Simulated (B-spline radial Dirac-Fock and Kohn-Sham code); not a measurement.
**1s emission of Cd⁺**

System: Cd⁺ in the configuration 1s2 2s2 2p6 3s2 3p6 3d10 4s2 4p6 4d10 5s1, inside a Watson sphere of charge -1 and radius 2.7 Å (a model of the Madelung potential; inside it an electron's potential energy is raised by 5.3 eV).

The computed values come from a radial atomic solver: independent-particle radiative and Coulomb Auger rates from relativistic LDA hole-state orbitals, with Dirac-Fock energies.

| line | multipole | energy (eV) | rate (s⁻¹) | share (%) |
| --- | --- | --- | --- | --- |
| K-L2 | E1 | 22982.2 | 2.64e+15 | 29.0 |
| K-L3 | E1 | 23172.0 | 4.96e+15 | 54.5 |
| K-M2 | E1 | 26056.3 | 4.32e+14 | 4.74 |
| K-M3 | E1 | 26091.0 | 8.41e+14 | 9.24 |
| K-M4 | E2 | 26299.9 | 3.21e+12 | 0.0352 |
| K-M5 | E2 | 26306.6 | 4.46e+12 | 0.0490 |
| K-N2 | E1 | 26634.0 | 7.58e+13 | 0.832 |
| K-N3 | E1 | 26639.8 | 1.47e+14 | 1.61 |

The listed lines hold 100.0 % of the radiative rate. The radiative width is 5.99 eV in the length form and 6.14 eV in the velocity form; the two differ because the transition energies are not eigenvalue differences of the potential that gave the orbitals. Kα2/Kα1 is 0.532 and Kβ/Kα is 0.198.
